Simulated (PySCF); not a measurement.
# Ni: excitation energy

Ni [Ar] 3d8 4s2 (3F) → Ni [Ar] 3d7 4s2 4p1 (high-spin determinant), as a difference of total energies. Calculation: PySCF 2.14, in x2c-TZVPPall (6s5p4d2f1g, 64 functions); the spin-free X2C one-electron Hamiltonian (Gaussian nucleus). Correlated levels: valence: [Ar] frozen. The calculations carry no spin-orbit coupling.

| method | excitation energy (cm⁻¹) |
| --- | --- |
| UHF | 50755 |
| MP2 (valence) | 64121 |
| SCS-MP2 (valence) | 64188 |
| CCSD (valence) | 61930 |
| CCSD(T) (valence) | 57802 |

A first-order spin-orbit estimate (lowest level to lowest level, LS coupling) adds 0.016 eV.

The upper state lies above the first ionisation limit, but in LS coupling its spin forbids autoionisation to the ground ion.

The basis was made for the ground configuration and has no added diffuse functions, so the excitation energy can come out too high.

The coupled-cluster amplitudes are large for the upper state (T1 above 0.03 or a double amplitude above 0.15), so a single reference is strained.

The determinant of the upper state mixes LS terms, which raises its energy above the lowest term, most at the Hartree-Fock and MP2 levels.
